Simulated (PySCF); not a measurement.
Telling isomers of C$_{8}$H$_{13}$ClO apart by NMR

Theory: GIAO PBE0/pcSseg-1 shieldings, GFN2-xTB geometry, in PySCF 2.14.0 with density-fitted response routines (non-relativistic, one computed conformer, no solvent model, fast rotation and ring inversion assumed for equivalent nuclei).

δ = σ(ref) − σ, references computed at the same level: 1H (σref 31.72), 13C (σref 186.93) vs TMS. Where no couplings were computed, multiplicities follow the n + 1 count of equivalent neighbours, and m marks all less simple cases (inequivalent or close neighbours, rings, F or P nearby). Shifts are as computed. Against solution values, carbons near 30 ppm lie about +3 ppm off and those near 130 ppm about +5 ppm; carbons on Cl a further +6 ppm. Of 1211 compounds with measured shifts, 218 miss one by over three times the rms of a fit or turn the order of signals round; such compounds aren't used in these exercises. Carbons bonded to Cl come out too deshielded.

(1) Tabulate the signals of `CC(C)[C@@]1(C)C[C@@H]1C(=O)Cl`, `C/C=C(\C(=O)Cl)C(C)(C)C` and their relative energies.

(2) What is the quickest way to tell CC(C)[C@@]1(C)C[C@@H]1C(=O)Cl from C/C=C(\C(=O)Cl)C(C)(C)C?

Answers

(1) 
```json
{"SMILES": "CC(C)[C@@]1(C)C[C@@H]1C(=O)Cl", "carbon types": "2×C 2×CH 1×CH2 3×CH3", "δC": "183.0, 44.3, 42.6, 40.4, 31.1, 21.7, 21.6, 10.5", "δH": "1.96 (m, 1H), 1.22 (m, 1H), 1.19 (d, 3H), 1.18 (s, 3H), 1.10 (d, 3H), 1.08 (m, 1H), 0.75 (m, 1H)", "E rel. (kcal/mol)": "0.0"}
{"SMILES": "C/C=C(\\C(=O)Cl)C(C)(C)C", "carbon types": "3×C 1×CH 4×CH3", "δC": "184.3, 158.3, 133.1, 39.2, 30.5, 20.5", "δH": "5.86 (q, 1H), 2.10 (d, 3H), 1.20 (s, 9H)", "E rel. (kcal/mol)": "4.1"}
```

Energies are electronic energies at PBE0/pcSseg-1 on these geometries, without zero-point or thermal terms, each for the one conformer computed, which needn't be the lowest.

(2) Count the carbon signals: 8 against 6. The first has an sp3 CH at 42.6 ppm, the second a β carbon of a C=C–C=O unit (CH) at 133.1 ppm. Their most deshielded carbons lie at 183.0 and 184.3 ppm. In the proton spectra the most deshielded non-exchanging signals are 1.96 (m, 1H) and 5.86 (q, 1H).
